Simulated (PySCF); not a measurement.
Record of a relaxation.

Si(NCO)2Cl2, C₂Cl₂N₂O₂Si.
Bonds: Si1–N2, Si1–N5, Si1–Cl8, Si1–Cl9, N2–C3, C3–O4, N5–C6, C6–O7.

Computed by this run: PBE0-D3(BJ)/def2-SVP geometry optimisation, gas phase in PySCF; density fitting, grid level 1; the optimiser is geomeTRIC in internal coordinates, started from a GFN2-xTB structure with every atom displaced at random (about 0.03 Å). The frame can shift and turn from step to step; on so coarse a grid that alone can change the energy by a few meV, and forces under 0.02 eV/Å are noise.

Step 0: E = -42037.1724 eV, largest atomic force 4.589 eV/Å
```
atom  x, y, z in Å  |  force x, y, z in eV/Å
Si1    -0.537   -0.092   -0.401   -0.204   2.875   1.084
N2     -0.493   -0.009    1.286   -0.132  -0.155  -2.183
C3     -0.872    0.020    2.408    1.319   0.016  -0.177
O4     -0.965    0.054    3.545   -1.192   0.075   2.699
N5      1.036   -0.104   -0.919   -1.321  -0.198   0.921
C6      1.964   -0.001   -1.634    3.993  -0.222  -2.251
O7      2.954    0.023   -2.274   -1.418   0.229   0.671
Cl8    -1.403    1.688   -1.076    0.190  -0.703   0.090
Cl9    -1.551   -1.648   -0.960   -1.235  -1.917  -0.854
```

Step 1: E = -42037.5456 eV, largest atomic force 1.321 eV/Å
```
atom  x, y, z in Å  |  force x, y, z in eV/Å
Si1    -0.521   -0.063   -0.371    0.340   1.218   0.380
N2     -0.463    0.005    1.325   -0.307  -0.080   0.129
C3     -0.841    0.027    2.471    0.470  -0.005  -0.284
O4     -1.116    0.050    3.599   -0.180   0.001   0.002
N5      1.069   -0.106   -0.947   -0.078  -0.058  -0.079
C6      2.011   -0.023   -1.690    0.369  -0.113  -0.095
O7      2.957    0.030   -2.367   -0.282   0.054   0.138
Cl8    -1.401    1.667   -1.071    0.080  -0.332   0.079
Cl9    -1.563   -1.657   -0.976   -0.412  -0.684  -0.269
```

Step 2: E = -42037.5761 eV, largest atomic force 0.469 eV/Å
```
atom  x, y, z in Å  |  force x, y, z in eV/Å
Si1    -0.517   -0.036   -0.364    0.257   0.378   0.106
N2     -0.455    0.017    1.328   -0.115  -0.028   0.046
C3     -0.824    0.026    2.474    0.039   0.001   0.020
O4     -1.140    0.037    3.593    0.030   0.000  -0.111
N5      1.072   -0.099   -0.948   -0.002  -0.018  -0.098
C6      2.018   -0.033   -1.689   -0.153  -0.016   0.162
O7      2.955    0.022   -2.373    0.078   0.005  -0.060
Cl8    -1.418    1.658   -1.073    0.006  -0.083   0.016
Cl9    -1.557   -1.662   -0.975   -0.140  -0.239  -0.081
```

Step 3: E = -42037.5801 eV, largest atomic force 0.130 eV/Å
```
atom  x, y, z in Å  |  force x, y, z in eV/Å
Si1    -0.517   -0.023   -0.365    0.121   0.033   0.035
N2     -0.460    0.023    1.326   -0.058   0.003  -0.008
C3     -0.821    0.026    2.473   -0.016  -0.002   0.043
O4     -1.137    0.031    3.592    0.033   0.003  -0.042
N5      1.070   -0.093   -0.949   -0.016   0.011  -0.062
C6      2.021   -0.035   -1.683   -0.059   0.005   0.072
O7      2.961    0.014   -2.363    0.032  -0.005  -0.018
Cl8    -1.433    1.653   -1.080   -0.010   0.004  -0.008
Cl9    -1.553   -1.667   -0.976   -0.027  -0.052  -0.012
```

Step 4: E = -42037.5811 eV, largest atomic force 0.078 eV/Å
```
atom  x, y, z in Å  |  force x, y, z in eV/Å
Si1    -0.519   -0.020   -0.368    0.036  -0.068   0.014
N2     -0.468    0.027    1.322   -0.055   0.014  -0.017
C3     -0.821    0.028    2.472    0.017  -0.004   0.011
O4     -1.125    0.032    3.593    0.006   0.004   0.005
N5      1.067   -0.088   -0.951   -0.028   0.022  -0.040
C6      2.024   -0.035   -1.676    0.016  -0.003   0.022
O7      2.970    0.010   -2.349    0.000   0.000   0.002
Cl8    -1.443    1.649   -1.089   -0.007   0.015  -0.010
Cl9    -1.551   -1.672   -0.979    0.016   0.019   0.011
```

Step 5: E = -42037.5822 eV, largest atomic force 0.150 eV/Å
```
atom  x, y, z in Å  |  force x, y, z in eV/Å
Si1    -0.527   -0.019   -0.376   -0.057  -0.138  -0.009
N2     -0.487    0.031    1.313   -0.060   0.022  -0.014
C3     -0.820    0.033    2.468    0.067  -0.005  -0.030
O4     -1.101    0.037    3.595   -0.029   0.005   0.049
N5      1.059   -0.082   -0.954   -0.029   0.028  -0.025
C6      2.029   -0.032   -1.661    0.077  -0.015  -0.013
O7      2.988    0.006   -2.316   -0.026   0.009   0.016
Cl8    -1.459    1.640   -1.108    0.000   0.011  -0.006
Cl9    -1.550   -1.683   -0.986    0.056   0.083   0.032
```

Step 6: E = -42037.5838 eV, largest atomic force 0.267 eV/Å
```
atom  x, y, z in Å  |  force x, y, z in eV/Å
Si1    -0.548   -0.023   -0.397   -0.169  -0.203  -0.042
N2     -0.529    0.037    1.291   -0.066   0.028  -0.004
C3     -0.815    0.045    2.458    0.124  -0.004  -0.076
O4     -1.048    0.054    3.596   -0.066   0.006   0.093
N5      1.041   -0.071   -0.961   -0.019   0.027  -0.013
C6      2.042   -0.027   -1.623    0.140  -0.028  -0.039
O7      3.030    0.005   -2.235   -0.052   0.018   0.025
Cl8    -1.494    1.618   -1.151    0.010   0.001   0.002
Cl9    -1.546   -1.708   -1.004    0.099   0.154   0.054
```

Step 7: E = -42037.5844 eV, largest atomic force 0.398 eV/Å
```
atom  x, y, z in Å  |  force x, y, z in eV/Å
Si1    -0.594   -0.041   -0.443   -0.288  -0.256  -0.097
N2     -0.620    0.043    1.242   -0.068   0.030   0.008
C3     -0.799    0.075    2.428    0.169   0.004  -0.085
O4     -0.932    0.108    3.581   -0.098   0.007   0.118
N5      1.003   -0.051   -0.976   -0.008   0.017  -0.006
C6      2.067   -0.014   -1.528    0.219  -0.035  -0.052
O7      3.111    0.013   -2.039   -0.083   0.020   0.024
Cl8    -1.567    1.562   -1.243    0.021  -0.011   0.017
Cl9    -1.536   -1.764   -1.046    0.136   0.224   0.073
```

Step 8: E = -42037.5859 eV, largest atomic force 0.312 eV/Å
```
atom  x, y, z in Å  |  force x, y, z in eV/Å
Si1    -0.617   -0.055   -0.466   -0.232  -0.189  -0.086
N2     -0.664    0.043    1.217   -0.047   0.021   0.007
C3     -0.790    0.094    2.409    0.128   0.007  -0.065
O4     -0.882    0.147    3.565   -0.077   0.006   0.095
N5      0.986   -0.047   -0.984   -0.001   0.007  -0.007
C6      2.079   -0.010   -1.476    0.169  -0.028  -0.029
O7      3.147    0.018   -1.935   -0.067   0.014   0.012
Cl8    -1.599    1.532   -1.286    0.020  -0.014   0.017
Cl9    -1.527   -1.791   -1.068    0.106   0.176   0.057
```

Step 9: E = -42037.5875 eV, largest atomic force 0.027 eV/Å
```
atom  x, y, z in Å  |  force x, y, z in eV/Å
Si1    -0.636   -0.074   -0.488   -0.007   0.025   0.002
N2     -0.704    0.044    1.195    0.009   0.001   0.002
C3     -0.785    0.121    2.389   -0.006   0.002  -0.020
O4     -0.858    0.196    3.547   -0.004   0.005   0.004
N5      0.976   -0.050   -0.990    0.010  -0.009   0.007
C6      2.092   -0.015   -1.427   -0.025  -0.004   0.008
O7      3.178    0.018   -1.841    0.017   0.000  -0.007
Cl8    -1.619    1.503   -1.324    0.006  -0.012   0.003
Cl9    -1.512   -1.814   -1.086    0.000  -0.009   0.000
```

Step 10: E = -42037.5879 eV, largest atomic force 0.021 eV/Å
```
atom  x, y, z in Å  |  force x, y, z in eV/Å
Si1    -0.631   -0.071   -0.484    0.006   0.019   0.004
N2     -0.697    0.047    1.199    0.011   0.002   0.006
C3     -0.791    0.122    2.393   -0.013   0.001  -0.012
O4     -0.876    0.195    3.550    0.001   0.006  -0.004
N5      0.981   -0.053   -0.987    0.010  -0.007   0.007
C6      2.093   -0.019   -1.436   -0.021   0.001   0.002
O7      3.174    0.012   -1.861    0.008  -0.002   0.002
Cl8    -1.609    1.508   -1.319    0.002  -0.005  -0.002
Cl9    -1.512   -1.809   -1.080   -0.004  -0.013  -0.002
```

Question: Summarise the path.

Answer: The energy falls by 9.58 kcal/mol from step 0 to step 10; nine tenths of that is first reached at step 2. It falls at every step. The largest force goes from 4.589 to 0.021 eV/Å. Among the bonds Si1–Cl9 changes most, from 1.939 to 2.037 Å; the atoms move by 0.201 Å rms after alignment.

What follows is the cost of the whole optimisation. Hardware: one thread of an Intel Xeon Platinum 8259CL at 2.50 GHz (shared host). Cost: 2.3 min, 0.58 GiB resident at most.
